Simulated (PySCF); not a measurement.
## Calculated NMR data

PySCF calculation with NMR shieldings at PBE0/pcSseg-1/GIAO and GFN2-xTB geometry; equivalent nuclei averaged, no solvent, a single conformation, non-relativistic.

Scale: TMS for 1H, 13C (reference shieldings calculated alike). Splittings of carbon signals by F and P are missing where no couplings were computed. Where no couplings were computed, multiplicities follow the n + 1 count of equivalent neighbours, and m marks all less simple cases (inequivalent or close neighbours, rings, F or P nearby). Shifts are as computed. Against solution values, carbons near 30 ppm lie about +3 ppm off and those near 130 ppm about +5 ppm. Of 1211 compounds with measured shifts, 218 miss one by over three times the rms of a fit or turn the order of signals round; such compounds aren't used in these exercises.

**1.** SMILES C[C@@H]1C=C[C@H]1OC(F)F, C₆H₈F₂O. 1H NMR (600 MHz, computed): δ 6.65 (m, 1H), 6.34 (m, 1H), 6.31 (m, 1H), 3.93 (m, 1H), 3.09 (m, 1H), 1.14 (d, 3H). 13C{1H} NMR (computed): δ 154.9, 141.6, 125.6, 83.5, 50.5, 18.6.

**2.** `InChI=1S/C7H5F3P2/c1-2-5-3-4-11-6(12-5)7(8,9)10/h2-4H,1H2`. 1H NMR (600 MHz, computed): δ 9.45 (m, 1H), 8.96 (m, 1H), 7.58 (m, 1H), 6.69 (m, 1H), 5.91 (m, 1H). 13C{1H} NMR (computed): δ 204.7 (C), 174.0 (C), 162.5 (CH), 147.1 (CH), 136.8 (C), 132.7 (CH), 119.5 (CH2).
